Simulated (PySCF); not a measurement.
## Static response to an electric field

C4H9NOSi2.
Structure used (GFN2-xTB), in Å, numbered top down from 1:
```
atom  x, y, z in Å
C1    -2.833   -0.975    0.065
C2    -1.694   -0.632   -0.508
C3    -1.117    0.741   -0.492
Si4    0.414    0.814    0.642
C5     1.192    2.505    0.417
N6     1.668    3.537    0.279
O7     1.510   -0.286    0.199
Si8    2.587   -1.124   -0.690
H9    -3.203   -1.986    0.042
H10   -3.449   -0.253    0.576
H11   -1.093   -1.377   -1.013
H12   -0.827    1.024   -1.508
H13   -1.867    1.457   -0.153
H14    0.159    0.581    2.059
H15    2.875   -2.297    0.129
H16    3.738   -0.250   -0.892
H17    1.935   -1.467   -1.954
```

Level: B3LYP/def2-SVPD (PySCF), static field, nuclei fixed, core orbitals frozen in the response. The polarisability tensor in these axes (au):

```
x   117.13  13.81  -4.45
y    13.81 111.02   1.32
z    -4.45   1.32  85.76
```

**Question.** Give the principal values, the mean and the anisotropy Δα = √{½[(α1 − α2)² + (α2 − α3)² + (α1 − α3)²]}.

**Answer.** Principal values 84.65, 100.88 and 128.39 au; mean 104.64 au = 15.51 Å³ = 17.25 × 10⁻⁴⁰ C²·m²/J; Δα = 38.30 au (37 % of the mean).

**Question.** What is the dipole moment, and where does it point?

**Answer.** (-1.50, -3.25, -0.44) D, 3.61 D in size, pointing from the negative to the positive side. Measured along this direction, the outermost atoms are N6 at the negative end and H9 at the positive end.

**Question.** Give the eigenvalues of the traceless quadrupole moment Θ = ½Σq(3rr − r²1), origin at the centre of nuclear charge.

**Answer.** -18.25, 4.53, 13.72 D·Å. The values depend on the origin, since the dipole doesn't vanish. The electronic extent ⟨r²⟩ about the same centre is 1773 bohr², a root-mean-square distance of 2.56 Å for the 76 electrons.

**Question.** Find the Langevin capture rate constant for NH4+ (18.034 u) meeting this molecule (143.022 u), k = 2.342 × 10⁻⁹ cm³/s × √(α in Å³ / reduced mass in u).

**Answer.** The reduced mass is 16.01 u, so k = 2.30 × 10⁻⁹ cm³/s. The formula leaves out the permanent dipole, which adds to the capture rate.

**Question.** Along which axes do the principal values lie, and how far do the nuclei extend along each?

**Answer.** Largest value along (0.78, 0.62, -0.06), where the nuclei span 7.22 Å; middle along (-0.59, 0.77, 0.24), 5.62 Å; least along (0.20, -0.15, 0.97), 3.72 Å. The response follows the extents in order.

One conformer (not necessarily the lowest) at the GFN2-xTB geometry, without solvent, vibrations or thermal averaging.
